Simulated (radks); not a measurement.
Problem. All-electron atom: Ge II in [Ar] 3d10 4s2 4p1 (the NIST ground configuration). All-electron calculation, scalar-relativistic Kohn-Sham, LDA (Slater exchange, Perdew-Wang correlation), spin-polarised, spherical densities, finite nucleus; open shells are filled with parallel spins first; Fermi nuclear charge, rms radius 4.0742 fm. Program: a radial shooting solver on a logarithmic mesh with Libxc functionals. Some entries of the table are withheld. Estimate them.

orbital,occ.,eigenvalue (eV),<1/r> (bohr^-1),r(max) (bohr)
1s up,1,-10950.15,32.33,0.03077
1s down,1,-10950.11,32.33,0.03077
2s up,1,-1378.486,7.094,0.1763
2s down,1,-1378.468,7.094,0.1763
2p up,3,-1207.126,6.963,0.1412
2p down,3,-1207.094,6.963,0.1412
3s up,1,-176.7997,2.281,0.5429
3s down,1,-176.7531,2.282,0.5429
3p up,3,-124.4536,2.130,(1)
3p down,3,-124.3967,2.130,(2)
3d up,5,-38.6291,1.781,0.5016
3d down,5,-38.5199,1.785,0.5015
4s up,1,-20.4827,0.6476,1.708
4s down,1,-19.6890,0.6504,1.698
4p up,1,-11.8124,0.5123,2.075
4p down,0,-11.0069,0.5096,2.071

Solution. 
(1) 3p up r(max) (bohr): 0.5430
(2) 3p down r(max) (bohr): 0.5430
